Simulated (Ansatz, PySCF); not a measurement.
Complex: HCl (SMILES Cl) (first 2 atoms) with ClH3Si (SMILES [SiH3]Cl); geometry from B3LYP-D3(BJ)/def2-TZVP.
(charge 0, multiplicity 1):
```xyz
7

Cl     0.18137     0.42715    -0.08156
H     -0.08917    -0.45574     0.81767
Si     0.04128     0.64051     3.82265
Cl    -0.41000    -1.26878     3.12522
H     -0.05348     0.60114     5.29384
H     -0.94355     1.57547     3.25148
H      1.40952     0.96992     3.38698
```

Monomers are frozen at their geometry in the pair; levels with a basis set take the counterpoise correction. Rows marked so take none.

Rows in 6-31G* carry no dispersion term and start afresh at each structure (6-31G* with six Cartesian d functions).

The values were computed with Ansatz (a program for electronic structure) with Gaussian orbitals; PySCF for 6-31G* rows, the dispersion terms. 

One of these levels gives -4.84 kcal/mol for the interaction energy. Name it.
(A) PBE/def2-TZVPPD
(B) revPBE-D3(BJ)/def2-TZVPPD
(C) HF/6-31G* (no counterpoise)
(D) SVWN5/def2-TZVPPD

D, SVWN5/def2-TZVPPD. The others give -0.08 (HF/6-31G* (no counterpoise)), -1.94 (PBE/def2-TZVPPD), -2.94 (revPBE-D3(BJ)/def2-TZVPPD)
